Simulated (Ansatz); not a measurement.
Cost and result for the atomization energy of GeH6OSi (`[OH][GeH2][SiH3]`) (9 atoms, 8 bonds).

Z-matrix (Å, degrees):
```
Ge
Si 1 2.389
O 1 1.791 2 109.9
H 1 1.536 2 112.9 3 115.2
H 1 1.546 2 111.3 3 -121.1
H 2 1.488 1 110.2 3 177.8
H 2 1.488 1 109.3 3 58.3
H 2 1.486 1 110.4 3 -61.5
H 3 0.960 1 112.4 2 -65.2
```

Total charge 0; spin multiplicity 1. Correlated methods include outer-core shells of Ge, which these sets cover unevenly. Scalar relativity is left out up to krypton. Geometry: relaxed with PBE0-D4/def2-TZVP. It is one conformer, not always the lowest. Program: Ansatz. All runs use 2 threads of a server CPU on a shared host. Times are those of one run each, without the atoms' runs, and a repeat can differ threefold. Electronic energies, without spin–orbit coupling; frozen cores. CCSD(T)/CBS adds CCSD(T) − MP2 in def2-TZVPP to the MP2 limit, and its time is that of the two runs behind it. T1 = 0.012. With those shells the extrapolation isn't a true limit. HSE06 is the plane-wave form, built on full-range PBE exchange.

CCSD(T)/CBS is a level of theory with its own doubt, some kJ/mol a heavy atom from the limit and from the frozen cores, so smaller differences don't rank the functionals.

```csv
level,functions,wall time
BLYP-D4/def2-TZVPP,205,1.2 s
revPBE-D4/def2-TZVPP,205,1.4 s
BHLYP-D4/def2-TZVPP,205,2 s
HSE06-D4/def2-TZVPP,205,2.2 s
CAM-B3LYP-D4/def2-TZVPP,205,2.3 s
CCSD(T)/def2-SVP,94,2.7 s
r2SCAN-D4/def2-TZVPP (with forces),205,3 s
B2PLYP/def2-TZVPP,205,3.4 s
B97M-V/def2-TZVPP,205,4.4 s
r2SCANh-D4/def2-TZVPP,205,4.7 s
MP2/def2-QZVPP,396,21 s
CCSD(T)/def2-TZVPP,205,45 s
CCSD(T)/CBS(def2),–,66 s
```

Q: What atomization energy does each give, and how far from CCSD(T)/CBS? (Estimate.)

A: Computed: 
```
                             level  atomization (kcal/mol)  difference from CCSD(T)/CBS  per bond
                BLYP-D4/def2-TZVPP                   624.2                        -11.8      -1.5
              revPBE-D4/def2-TZVPP                   614.8                        -21.2      -2.6
               BHLYP-D4/def2-TZVPP                   616.5                        -19.5      -2.4
               HSE06-D4/def2-TZVPP                   620.8                        -15.2      -1.9
           CAM-B3LYP-D4/def2-TZVPP                   632.6                         -3.4      -0.4
                  CCSD(T)/def2-SVP                   587.4                        -48.6      -6.1
r2SCAN-D4/def2-TZVPP (with forces)                   631.7                         -4.3      -0.5
                 B2PLYP/def2-TZVPP                   622.7                        -13.3      -1.7
                 B97M-V/def2-TZVPP                   636.6                          0.6       0.1
             r2SCANh-D4/def2-TZVPP                   628.1                         -7.9      -1.0
                    MP2/def2-QZVPP                   627.4                         -8.6      -1.1
                CCSD(T)/def2-TZVPP                   621.1                        -14.9      -1.9
                 CCSD(T)/CBS(def2)                   636.0                          0.0       0.0
```

At CCSD(T), def2-SVP lies −48.6 kcal/mol from the extrapolated value and def2-TZVPP −14.9 kcal/mol: correlation converges slowly with the basis, and small sets miss more of it in the bonded molecule than in its fragments. From r2SCAN to r2SCAN0 (25 % exact exchange), in def2-TZVPP and without D4, the atomization energy moves by −8.8 kcal/mol: exact exchange takes away binding that semilocal exchange gives to molecules. The D4 term adds +6.0 kcal/mol with B3LYP and +3.1 kcal/mol with PBE0; it sums over pairs of atoms, weighted by their polarisabilities, and B3LYP, whose exchange is more repulsive, gets the larger term.

B3LYP here is the variant with VWN-RPA as its local correlation; programs differ in this.
